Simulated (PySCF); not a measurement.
## Bond curve of SrO⁻

Set-up: PySCF, scalar-relativistic core potentials, basis sets Sr def2-SVPD with ECP28, O def2-SVPD. Energies in eV from Sr + O⁻ in their ground configurations at the same level. State: ²Σ⁺ (doublet), unpaired electrons σ ↑.

```
R (Å)    MN15  r²SCAN  r²SCANh    PBE0
1.749  -1.644  -2.477   -2.322  -2.159
1.831  -2.265  -3.111   -2.949  -2.768
1.912  -2.614  -3.472   -3.301  -3.106
1.973  -2.741  -3.605   -3.428  -3.224
2.034  -2.780  -3.650   -3.466  -3.253
2.095  -2.760  -3.626   -3.435  -3.215
2.176  -2.703  -3.519   -3.318  -3.090
2.278  -2.600  -3.308   -3.097  -2.873
2.400  -2.450  -3.006   -2.811  -2.624
2.563  -2.220  -2.608   -2.477  -2.328
```

Q: Put a parabola through the three lowest points of the r²SCAN curve and estimate Re, k and ωe (reduced mass 13.53 u; 1 eV/Å² = 0.16022 mdyn/Å; ωe = 1302.8·√(k/μ) cm⁻¹).

A: Through R = 1.973, 2.034, 2.095 Å the second-order coefficient is 9.27 eV/Å², so Re ≈ 2.043 Å, k ≈ 2.97 mdyn/Å and ωe ≈ 610 cm⁻¹. A polynomial fit of higher order to the unrounded r²SCAN energies gives Re = 2.041 Å, k = 2.83 mdyn/Å, ωe = 596 cm⁻¹; anharmonicity and rounding make the difference.

The higher-order fit for each curve: r²SCAN: Re = 2.041 Å, ωe = 596 cm⁻¹, De = 3.65 eV; r²SCANh: Re = 2.034 Å, ωe = 608 cm⁻¹, De = 3.47 eV; PBE0: Re = 2.027 Å, ωe = 614 cm⁻¹, De = 3.25 eV. MN15 gives no reliable minimum on this grid.

Spin–orbit coupling is left out. For an ion De counts to the pair picked by the measured ionisation energies or electron affinities, which need not be the lowest pair at this level. The highest Kohn–Sham level is positive in this anion. Much of that is self-interaction error, but it also means that the finite basis helps to hold the extra electron. The state was picked by a PBE0 search and need not be the measured ground state.
